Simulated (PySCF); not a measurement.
Ca (calcium, neutral) across methods

[Ar] 3d2, high-spin 3F determinant (an excited configuration). All numbers are calculated (PySCF 2.14, the spin-free X2C one-electron Hamiltonian (Gaussian nucleus), in x2c-QZVPPall with one added diffuse shell each of s, p, d, f type (12s8p5d4f, 89 functions)).

```csv
method,E (hartree),mean ε 3p α (eV),mean ε 3p β (eV),mean ε 3d α (eV),Σ⟨r²⟩ (bohr²),⟨S²⟩
PBE0,-680.122,-27.607,-26.790,-1.537,58.88,2.000
r2SCAN,-680.266,-25.926,-25.153,-1.012,59.44,2.001
UHF,-679.43791,-34.487,-33.333,-2.746,61.07,2.002
BLYP,-680.330,-25.075,-24.471,-0.991,61.71,2.000
LDA,-678.443,-25.206,-24.574,-1.039,60.29,2.000
PBE,-680.095,-25.258,-24.606,-1.092,61.38,2.000
PW91,-680.321,-25.267,-24.613,-1.110,60.98,2.000
```
